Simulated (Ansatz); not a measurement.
Reactions of CH$_{5}$InS (`C[S][InH2]`).

Computed with Ansatz on PBE0-D4/def2-TZVP structures; ΔE is electronic, products minus reactants. CBS: MP2 limit from def2 TZ/QZ plus the TZ coupled-cluster correction, frozen cores. This one scheme is used for every species, atoms too. DFT in def2-TZVPP. B3LYP here is the variant with VWN-RPA as its local correlation; programs differ in this. Open shells (•) are unrestricted, without spin–orbit coupling. Spin–orbit coupling would lower the free atoms: a little for C, S; strongly for In. Elements past krypton have def2 core potentials. For Ga, In, Sn outer-core shells are correlated without core-valence functions, so the limit isn't a true one: a few kJ/mol of doubt a bond, and 10 to 20 or more in all where bonds break to atoms. Scalar relativity is left out up to krypton. One conformer a species, not always the lowest.

```
                                                                           reaction  ωB97X-V (kJ/mol)  B3LYP-D4 (kJ/mol)  HF/CBS(def2) (kJ/mol)  PBE0-D4 (kJ/mol)  CCSD(T)/CBS(def2) (kJ/mol)
                                    `C[S][InH2]` → `[CH2]` (triplet) + `[SH][InH2]`               423                408                    261               412                         415
          `C[S][InH2]` + `B[SiH2][SiH2][SiH3]` → `B[SiH2][InH2]` + `CS[SiH2][SiH3]`                 8                  4                     45                -6                          -2
                                                    `C[S][InH2]` → `[CH3][InH][SH]`               -45                -45                    -45               -45                         -51
                                          `C[S][InH2]` + HCl → `[Cl][InH2]` + CH₃SH               -43                -40                    -62               -37                         -36
`C[S][InH2]` + `[OH][Sn]([OH])([F])[Cl]` → `C[O][Sn]([OH])([F])[Cl]` + `[SH][InH2]`                31                 31                     21                37                          37
                                      `C[S][InH2]` + CH₃NH₂ → `C[NH][InH2]` + CH₃SH                71                 73                     80                79                          71
                                                `C[S][InH2]` → C• + 5 H• + In• + S•              2357               2322                   1707              2332                        2345
                    `C[S][InH2]` + `[NH2][GaH][OH]` → `[OH][GaH][NH][InH2]` + CH₃SH                59                 61                     63                66                          56
                                  `C[S][InH2]` + `CB(O)F` → `O[B](F)[InH2]` + `CSC`               168                172                    181               170                         175
                               `C[S][InH2]` + `N=C(O)O` → `N=C(O)[O][InH2]` + CH₃SH                32                 34                     28                44                          32
```

Largest T1 diagnostic: 0.016, for `C[NH][InH2]`.
